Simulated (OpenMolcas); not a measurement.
Au5+: moving or changing the point charges

Au5+ among 4 point charges of -1.5 e arranged as a tetrahedron (Td), 2.26 Å from the ion.

```json
{
 "Program": "OpenMolcas 26.06",
 "Method": "CASSCF",
 "Basis": "ANO-RCC-VDZP [7s6p4d2f]",
 "Scalar Hamiltonian": "DKH2, point nucleus",
 "Active space": "6 electrons in 5 orbitals (5d)",
 "State averaging": "2S+1 = 5 even, 5 roots; 2S+1 = 3 even, 45 roots; 2S+1 = 1 even, 50 roots",
 "Spin-orbit coupling": "RASSI with atomic mean-field integrals over the reference wave functions"
}
```

Runs around this geometry, states (labels of Td). Energies in cm-1 above the lowest state or level, χT in cm3 K/mol; 10Dq and B are least-squares fits to the states below 45000 cm-1, weighted by degeneracy, with a free offset, and given where the rms deviation is under 5 % of |10Dq| (or 100 cm-1) and under 700 cm-1; 10Dq is negative for this site.

```csv
R (Å),q (e),Ground state,First state of that spin,10Dq,B (rms of fit),First gap with spin-orbit (degeneracies),χT at 300 K,First state of another spin
2.26,-1.2,5E,5T2 961.5,-914,1003 (14),"36.4 (1, 3)",5.124,3T1 20674
2.07,-1.5,5E,5T2 1777,-1692,1002 (21),"76.6 (1, 3)",5.053,3T1 20408
2.26,-1.5,5E,5T2 1181,-1123,1002 (16),"46.7 (1, 3)",5.109,3T1 20618
2.38,-1.5,5E,5T2 924.8,-879,1003 (14),"35.0 (1, 3)",5.126,3T1 20682
```

Taking |10Dq| as R^-n, n = -ln(879 / 1692) / ln(2.38 / 2.07) = 4.7 between the shortest and longest distance. The point-charge formula for a cubic d site gives n = 5.

Scaling the charges by -1.2 / -1.5 = 0.80 scales |10Dq| by 914 / 1123 = 0.81; with fixed orbitals a first-order splitting would follow the charge.

Without dynamic correlation the repulsion within the d shell is too large (B by tens of per cent), so at a given field states of lower spin stand too high. Point charges give a weaker field than real ligands, and real ions of this kind are as a rule low spin; the high spin found here belongs to the model. The ground term spreads over less than 5000 cm-1, several times less than with real ligands, so orbital moments are less quenched and χT lies further from the spin-only value than at real sites. Spin-orbit coupling mixes the spin-free states strongly: the lowest level takes only 49 % from its leading state, 5E (figures for R = 2.26, q = -1.2; the like holds for R = 2.07, q = -1.5, R = 2.26, q = -1.5, R = 2.38, q = -1.5). An orbital doublet at a regular site is open to a Jahn-Teller distortion, which this geometry leaves out (holds for R = 2.07, q = -1.5; R = 2.26, q = -1.5). This is an electrostatic model: the charges have no orbitals. No measured value stands beside these numbers.
